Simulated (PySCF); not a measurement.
NICS in isomers of C8H9NSi.

Definitions: NICS(0) = −σiso at the ring centroid; NICS(1) = −σiso and NICS(1)zz = −σzz at ±1 Å along the ring normal z. Level: GIAO PBE0/pcSseg-1 (PySCF, non-relativistic, gas phase) on the GFN2-xTB geometries, one conformer each. Atom numbers follow the mapped SMILES.

Task: Order these rings by mean NICS(1)zz, lowest (most negative) first (ppm).
A. ring C3–C7–C8–C9–C10 in `[N:1]#[C:2][C:3]1(/[CH:4]=[CH:5]\[SiH3:6])[CH:7]=[CH:8][CH:9]=[CH:10]1`
B. ring N4–C5–C6–C7–C10 in `[CH:1]#[C:2][SiH2:3][n:4]1[cH:5][cH:6][c:7]([CH:8]=[CH2:9])[cH:10]1`
C. ring C5–C6–C7–C8–N9–C10 in `[CH3:1][C:2]#[C:3][SiH2:4][c:5]1[cH:6][cH:7][cH:8][n:9][cH:10]1`
D. ring Si3–C4–C5–C6–C9–C10 in `[CH:1]#[C:2][Si@@H:3]1[CH2:4][CH:5]=[C:6]([C:7]#[N:8])[CH2:9][CH2:10]1`
E. ring C4–C5–C6–C10 in `[N:1]#[C:2][CH2:3][C:4]1=[CH:5][C@@:6]2([SiH3:7])[CH:8]=[CH:9][C@@H:10]12`

Result: C (-28.3), B (-25.6), A (-10.1), E (-3.3), D (-0.9).

```csv
SMILES,ring,NICS(0),NICS(1),NICS(1)zz,HOMA,rms pucker (Å),ring atoms with four or more neighbours
CC#C[SiH2]c1cccnc1,6-membered ring with N; formal bonds all aromatic,-6.7,-11.2,-28.3,0.99,0.00,0
C#C[SiH2]n1ccc(C=C)c1,5-membered ring with N; formal bonds all aromatic,-11.3,-10.0,-25.6,0.81,0.00,0
N#CC1(/C=C\[SiH3])C=CC=C1,"5-membered carbocycle; formal bonds 2 double, 3 single",-1.5,-4.3,-10.1,–,0.01,1
N#CCC1=C[C@@]2([SiH3])C=C[C@@H]12,"4-membered carbocycle; formal bonds 1 double, 3 single",-3.6,-2.8,-3.3,–,0.01,2
C#C[Si@@H]1CC=C(C#N)CC1,"6-membered ring with Si; formal bonds 1 double, 5 single",-2.5,-3.9,-0.9,–,0.29,4
```

NICS(0) gives another order. The isotropic NICS(1) gives another order. HOMA uses Krygowski's 1993 parameters; it is left out where a ring has a four-coordinate atom, a triple bond, no multiple bond or a kind of bond without parameters. NICS(1) and NICS(1)zz are means over the two faces.
